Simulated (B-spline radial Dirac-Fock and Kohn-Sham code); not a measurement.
ΔSCF core binding energies without Breit or QED terms, calculated with a radial B-spline solver.

A sound run for the Ca⁶⁺ ion in the configuration [Ne] 3s2 3p2: The ground state converged in 9 iterations, with total energy -667.82204 Ha, virial ratio 1.99117 and highest orbital energy -125.29 eV. ΔSCF binding energies: K (1s) 4172.6 eV, L3 (2p3/2) 469.7 eV. Holes are computed only in closed shells, and unreliable hole states are left out.

A second run, with one unsound setting: The ground state had not converged after 54 iterations, with total energy -667.74970 Ha, virial ratio 1.97745 and highest orbital energy -124.19 eV. ΔSCF binding energies: K (1s) 4176.3 eV, L3 (2p3/2) 470.3 eV (not all states converged, so these are not final). Holes are computed only in closed shells, and unreliable hole states are left out.

```
iter   energy (Ha)        error
   1     -664.12291994  8.67e-01
   2     -667.68795223  2.30e-01
   3     -667.68953328  2.29e-01
   4     -667.69109573  2.28e-01
   5     -667.69263978  2.26e-01
   6     -667.69416566  2.25e-01
   7     -667.69567358  2.24e-01
   8     -667.69716375  2.22e-01
   9     -667.69863638  2.21e-01
  17     -667.70981022  2.11e-01
  25     -667.71997402  2.01e-01
  33     -667.72921891  1.91e-01
  41     -667.73762781  1.82e-01
  49     -667.74527616  1.74e-01
  54     -667.74970092  1.69e-01
```

**Question.** Which fault fits the second run best?
A. too few quadrature points
B. damping too heavy
C. mesh too coarse
D. box too small

**Answer.** B. The input had damp = 0.995; ndamp = 100: damp is so close to 1 that the orbitals hardly move in each step.
